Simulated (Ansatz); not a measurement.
`C#[C][Ti]([F])([Cl])[Cl]` + H–F → `[F][Ti]([F])([Cl])[Cl]` + acetylene at 500 K and 1 bar (ligand exchange at a Ti–C bond).

Isolated molecules relaxed with PBE0-D4/def2-TZVP in Ansatz; ΔE leaves out vibrations. CCSD(T)/CBS is the MP2 limit (def2-TZVPP, def2-QZVPP) plus CCSD(T) − MP2 in def2-TZVPP, frozen cores. This one scheme is used for every species. For Ti outer-core shells are correlated without core-valence functions, which leaves a few kJ/mol of doubt a bond. Scalar relativity is left out up to krypton.

```tsv
species	CCSD(T)/CBS energy (Eh)	H − E (kJ/mol)	S (J/(mol·K))
`C#[C][Ti]([F])([Cl])[Cl]`	-1945.11119	111.1	450.2
H–F	-100.39570	39.4	188.7
`[F][Ti]([F])([Cl])[Cl]`	-1968.32938	59.1	393.6
`C#C`	-77.22717	90.7	225.3
```

H − E and S are ideal-gas, rigid-rotor, harmonic terms from PBE0-D4/def2-TZVP. 1 Eh = 2625.50 kJ/mol, R = 8.31446 J/(mol·K).

By hand: ΔE, ΔH, ΔS and ΔG.

ΔE = (-1968.32938) + (-77.22717) − (-1945.11119) − (-100.39570) = -0.04966 Eh = -130.4 kJ/mol. Δ(H − E) = 59.1 + 90.7 − 111.1 − 39.4 = -0.7, so ΔH = -131.1 kJ/mol. ΔS = 393.6 + 225.3 − 450.2 − 188.7 = -20.0 J/(mol·K). ΔG = -131.1 − 500 × (-20.0)/1000 = -121.1 kJ/mol.

By hand: the equilibrium constant, and the temperature at which ΔG would vanish if ΔH and ΔS stayed fixed.

log₁₀ K = −ΔG/(RT ln 10) = 12.7. ΔG = 0 at ΔH/ΔS = 6555 K, far beyond where these terms or the molecules hold.

ΔH outweighs TΔS. A doubt of 5 kJ/mol in ΔE shifts log₁₀ K by 0.5 here. These are equilibria of isolated gas molecules and say nothing of rates. Largest T1 diagnostic: 0.024 (customary marks: 0.02 for closed shells, 0.045 for open ones).
